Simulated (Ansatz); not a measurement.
Ansatz results at the PBE0-D4/def2-TZVP geometry: HOMO energy (B3LYP/def2-TZVPP) -8.43 eV; HOMO–LUMO gap (PBE0/def2-TZVPP) 5.19 eV; HOMO–LUMO gap (PBE/def2-TZVPP) 2.78 eV.

Each molecule was computed in one conformer, which needn't be the lowest.

Task: Which molecule gave them?
A. `O[B-]1(O)OC=CC=[O+]1`
B. `[CH3][Sn-]1[O]C(C(F)(F)F)=CC(C(F)(F)F)=[O+]1`
C. `CC1=CC(C(F)(F)F)=[O+][Ti-]([OH])([F])([Cl])[O]1`
D. `[OH][Al-]1([OH])[O]C(C(F)(F)F)=CC(C(F)(F)F)=[O+]1`

Result: D. The others give `[CH3][Sn-]1[O]C(C(F)(F)F)=CC(C(F)(F)F)=[O+]1`: -6.49, 3.70, 1.88; `CC1=CC(C(F)(F)F)=[O+][Ti-]([OH])([F])([Cl])[O]1`: -8.08, 5.29, 3.33; `O[B-]1(O)OC=CC=[O+]1`: -7.45, 5.41, 3.17.

B3LYP here is the variant with VWN-RPA as its local correlation; programs differ in this.
